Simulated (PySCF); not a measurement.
Match the calculated data to a structure.

All candidates are C7H12.

* XPS: C1s 290.2 (×2), C1s 290.3 (×2), C1s 290.3, C1s 290.3 (×2) eV [ΔSCF SCAN, pcX-2 on the ionised atom, pcseg-1 elsewhere, spin-free X2C]
* UV, first state: lowest singlet excitation: 6.97 eV (178 nm, f = 0.021) [TDDFT B3LYP/def2-SVPD]
* Couplings: largest of the computed one-bond spin–spin couplings (means over like bonds): 13C–1H +166.3 (×4), 13C–1H +135.2 (×4), 13C–1H +134.7 (×4), 13C–13C +43.8 (×2), 13C–13C +34.3 (×2), 13C–13C +33.2, 13C–13C +16.3 (×2), 13C–13C +13.5 Hz [B3LYP/pcJ-1, spin–dipole term left out]
* 13C NMR: chemical shifts (computed TMS as zero) by class: 41.3 (2 C), 32.5 (2 C), 20.6 (1 C), 19.3 (2 C) ppm [GIAO KT2/pcSseg-1]
* Triplet: lowest triplet excitation (Tamm–Dancoff): 6.89 eV [TDA B3LYP/def2-SVPD]
* UV, strongest line: among the 10 lowest singlet transitions: S10 at 8.37 eV (148 nm, f = 0.085) [TDDFT B3LYP/def2-SVPD]
* Valence photoelectron: vertical ionisation energy: 9.43 eV [ΔSCF B3LYP/def2-SVPD]
* Polarisability: 79.5 au [B3LYP/def2-SVPD]
* Rotational structure: rotational constants A, B, C: 5.091, 2.201, 1.862 GHz [PBE0-D3(BJ)/def2-SVP]
* 1H NMR: chemical shifts (computed TMS as zero) by class: 1.70 (4 H), 1.56 (4 H), 0.52 (4 H) ppm [GIAO KT2/pcSseg-1]

The electronic properties come from PySCF, for the isolated species, density fitting. Levels stand in brackets. One conformer (not necessarily the lowest) at the PBE0-D3(BJ)/def2-SVP geometry, without solvent, vibrations or thermal averaging. Each NMR value is the plain mean over a class of atoms that symmetry, rotation or inversion makes alike.

Task: Which candidate is it?
A. `C1CCC2(C1)CC2`
B. `CCCC1=CCC1`
C. `CCC1=CCCC1`

Result: A. It is `C1CCC2(C1)CC2`. Numbering: `[CH2:1]1[CH2:2][CH2:3][C:4]2([CH2:5]1)[CH2:6][CH2:7]2`. Its formula, C7H12, gives 2 degrees of unsaturation: 2 rings and 0 π bonds in the structure found. 7 carbons fall into 4 classes; from least to most shielded: ring CH2 carbon [C3/C5] (41.3 ppm, 2 C), ring CH2 carbon [C1/C2] (32.5 ppm, 2 C), sp3 carbon at a ring junction [C4] (20.6 ppm), three-membered-ring carbon [C6/C7] (19.3 ppm, 2 C). Hydrogen classes from least to most shielded: 4 H on 2 ring CH2 carbons, C1/C2 (1.70 ppm), 4 H on 2 ring CH2 carbons, C3/C5 (1.56 ppm), 4 H on 2 three-membered-ring carbons, C6/C7 (0.52 ppm). The couplings run between: +166.3 Hz, three-membered-ring carbon [C6] and its hydrogen (with 3 like pairs); +135.2 Hz, ring CH2 carbon [C3] and its hydrogen (with 3 like pairs); +134.7 Hz, ring CH2 carbon [C1] and its hydrogen (with 3 like pairs); +43.8 Hz, ring CH2 carbon [C3] and sp3 carbon at a ring junction [C4] (with 1 like pair); +34.3 Hz, ring CH2 carbon [C1] and ring CH2 carbon [C5] (with 1 like pair); +33.2 Hz, ring CH2 carbon [C1] and ring CH2 carbon [C2]; +16.3 Hz, sp3 carbon at a ring junction [C4] and three-membered-ring carbon [C6] (with 1 like pair); +13.5 Hz, three-membered-ring carbon [C6] and three-membered-ring carbon [C7]. The core levels belong to: C1s 290.2 eV, three-membered-ring carbon [C6/C7]; C1s 290.3 eV, ring CH2 carbon [C3/C5]; C1s 290.3 eV, sp3 carbon at a ring junction [C4]; C1s 290.3 eV, ring CH2 carbon [C1/C2]. The first electron is taken from the HOMO, whose largest Löwdin shares are 0.28 on the sp3 carbon at a ring junction and 0.17 on each of 2 atoms of one kind (three-membered-ring carbon). The optimised geometry has point group C2 and is an asymmetric top.

The others, at the same levels:
- `CCC1=CCCC1` fails: its computed lowest singlet excitation is 5.93 eV (209 nm, f = 0.028) (against 6.97 eV), static isotropic polarisability is 83.6 au (against 79.5 au) and rotational constant A is 5.713 GHz (against 5.091 GHz).
- `CCCC1=CCC1` fails: its computed lowest singlet excitation is 6.21 eV (200 nm, f = 0.019) (against 6.97 eV), static isotropic polarisability is 83.9 au (against 79.5 au) and smallest rotational constant is 1.527 GHz (against 1.862 GHz).

Each candidate is one conformer, not necessarily the lowest. Dipoles, sizes and rotational constants follow the conformer. The torsions of the flexible species, by atom-mapped SMILES:
- `[CH3:1][CH2:2][CH2:3][C:4]1=[CH:5][CH2:6][CH2:7]1`: C1–C2–C3–C4 -63°, C2–C3–C4–C5 121°

The conformers of `C1CCC2(C1)CC2` and `CCC1=CCCC1` aren't listed.
